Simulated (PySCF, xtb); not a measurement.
Cd(Br)(SeH) (BrCdHSe), SMILES [SeH][Cd][Br]. The values are those of a single conformer.

Harmonic wavenumbers (cm⁻¹) from GFN2-xTB in xtb at its own minimum, in rising order: 43, 159, 178, 219, 480, 2092.

Q: What does r2SCAN-D4/def2-SVP in PySCF 2.14.0 give at its own minimum? (Estimate from the structure and the level; the computed values follow.)

A: 62, 64, 196, 308, 577, 2425. Paired by order, the mean absolute difference is 109 cm⁻¹ and the zero-point energies are 4.5 and 5.2 kcal/mol.
